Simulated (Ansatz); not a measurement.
## Ligand exchange: Cd(CH3)(NH2) + In(CH3)2(NH2) → Cd(NH2)2 + In(CH3)3

Gas-phase species: Cd(CH3)(NH2), singlet; In(CH3)2(NH2), singlet; Cd(NH2)2, singlet; In(CH3)3 (trimethylindium (TMIn)), singlet. The partners trade CH3 for NH2: Cd–CH3 and In–NH2 bonds give way to Cd–NH2 and In–CH3.

Shapes, held fixed at every level: PBE0-D4/def2-TZVP. Programs: Ansatz 0.2.0. Electronic energies: no zero-point or thermal term.

Question: Estimate ΔE of this reaction.

Answer: The highest level, CCSD(T)/def2-TZVPP, gives ΔE = +36.3 kJ/mol; the levels span +35.0 to +37.1. The column of differences is taken from that level and isn't an error. No measured value is set beside it here. For atoms past krypton def2 sets carry core potentials with scalar relativity. Outer-core shells of Cd, In are correlated, in sets that cover them unevenly.

```tsv
level	kind	ΔE (kJ/mol)	less CCSD(T)/def2-TZVPP
HF/def2-SVP	Hartree–Fock	+35.0	-1.3
HF/def2-TZVPP	Hartree–Fock	+36.5	+0.2
r2SCAN-D4/def2-TZVPP	meta-GGA	+36.4	+0.1
r2SCAN0-D4/def2-TZVPP	global hybrid	+37.1	+0.8
CCSD(T)/def2-SVP	coupled cluster or CI	+36.2	-0.1
CCSD/def2-SVP	coupled cluster or CI	+36.2	-0.1
CCSD(T)/def2-TZVPP	coupled cluster or CI	+36.3	0.0
```
